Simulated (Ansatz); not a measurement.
The first iterations of a band of Cl2FHSi + H2O (8 atoms, charge 0, multiplicity 1).

Method: Ansatz, RKS B3LYP-D4/def2-SVP.

```
movable images  : 5
climbing image  : yes
spring          : 5.0 eV/Å²
optimiser       : quadratic models (default)
start path      : through a guess of the saddle point
force threshold : 0.5 eV/Å
iteration limit : 60
end points      : relaxed
```

Initial state:

```xyz
8
Properties=species:S:1:pos:R:3
Si -0.896 0.195 -0.457
F 0.061 -0.858 -1.234
Cl -2.498 0.490 -1.721
Cl 0.097 1.995 -0.299
H -1.402 -0.319 0.818
H 1.599 -1.141 0.508
O 1.246 -0.580 1.214
H 1.793 0.218 1.171
```

Final state:

```xyz
8
Properties=species:S:1:pos:R:3
Si -0.590 0.578 0.085
F 0.312 -2.396 -0.230
Cl -1.021 0.646 -1.922
Cl -0.735 2.492 0.843
H -1.486 -0.337 0.800
H 0.842 -1.661 0.015
O 0.974 0.044 0.324
H 1.703 0.633 0.086
```

| iteration | highest image above the first end (eV) | largest band force component (eV/Å) |
| --- | --- | --- |
| 1 | 1.864 | 4.446 |
| 2 | 1.417 | 1.944 |
| 3 | 1.254 | 1.436 |

Q: Does the band converge within its limit, and where does its top end?

A: It converged. It ended after 11 iterations with the highest image 1.066 eV above the first end. The threshold of 0.5 eV/Å is loose, so the images may lie well off the minimum-energy path. The order of the stationary point at the top wasn't checked. The orbitals stay closed-shell, which can raise the energy where a bond breaks towards radicals; this wasn't checked here.

Run time: 2.2 min on 2 threads of Arm Neoverse V1 (shared host), peak memory 0.29 GiB.
